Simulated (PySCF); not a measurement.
Electric field gradients and quadrupole coupling constants

Species: C7H10OSSi.
Cartesian coordinates in Å at the GFN2-xTB level; atoms count from 1:
```
atom  x, y, z in Å
C1    -3.0886    1.0815    0.0756
C2    -2.1926   -0.1077    0.1150
S3    -2.8682   -1.6890    0.2967
C4    -1.3030   -2.4076    0.2547
C5    -0.3255   -1.4862    0.1103
C6    -0.8209   -0.1512    0.0283
C7    -0.0120    1.0380   -0.1284
C8     1.3200    1.1155   -0.2042
O9     2.1529    0.0599   -0.1482
Si10   3.7732   -0.0703   -0.1272
H11   -2.8719    1.7557    0.9051
H12   -2.9565    1.6348   -0.8546
H13   -4.1276    0.7697    0.1468
H14   -1.2144   -3.4720    0.3425
H15    0.7193   -1.7268    0.0595
H16   -0.5533    1.9702   -0.1903
H17    1.7953    2.0831   -0.3221
H18    4.3233    0.5618    1.0740
H19    4.3580    0.5708   -1.3067
H20    3.8875   -1.5197   -0.1300
```

Field gradients from the PBE0/pcSseg-1 density (PySCF, non-relativistic), principal values in atomic units, ordered |Vxx| ≤ |Vyy| ≤ |Vzz|:

```csv
atom,Vxx,Vyy,Vzz
S3,-0.3396,-1.4545,1.7941
O9,-0.7611,-0.8393,1.6004
```

Q: Find the asymmetry η = (Vxx − Vyy)/Vzz and the couplings χ = eQV/h (234.96 MHz × Q in barn × V in au), with Q(33S) = −0.0678 b, Q(17O) = −0.0256 b.

A: 
```csv
atom,environment,nucleus,η,χzz (MHz),χxx (MHz),χyy (MHz)
S3,thiophene-type sulfur,33S,0.62,-28.58,5.41,23.17
O9,silyl ether oxygen,17O,0.05,-9.63,4.58,5.05
```

Q: What is Vzz at S3 in SI units (1 au = 9.71736 × 10²¹ V/m²)?

A: 1.7941 au = 17.434 × 10²¹ V/m².

Q: And the gradient at the other heavy atoms, for which no coupling is worked out here?

A: 
| atom | environment | Vzz (au) | η |
| --- | --- | --- | --- |
| C1 | benzylic-type carbon | 0.089 | 0.11 |
| C2 | substituted aromatic carbon | -0.226 | 0.40 |
| C4 | aromatic CH next to a ring sulfur | -0.255 | 0.41 |
| C5 | aromatic CH carbon | 0.254 | 0.27 |
| C6 | substituted aromatic carbon | 0.189 | 0.26 |
| C7 | alkene CH carbon | 0.176 | 0.51 |
| C8 | vinylic carbon bearing oxygen | -0.356 | 0.52 |
| Si10 | oxygen-bound silicon | 0.616 | 0.14 |

Were the hydrogens deuterons (Q(2H) = 0.00286 b), χzz would run from 106 kHz (H18 and H19) to 234 kHz (H14).

Isolated species at its GFN2-xTB geometry (one conformer only). GFN2-xTB bond lengths can be off by several hundredths of an ångström, more for odd bonds, and the gradients follow them. With a basis this small, the couplings can be 20 % off.
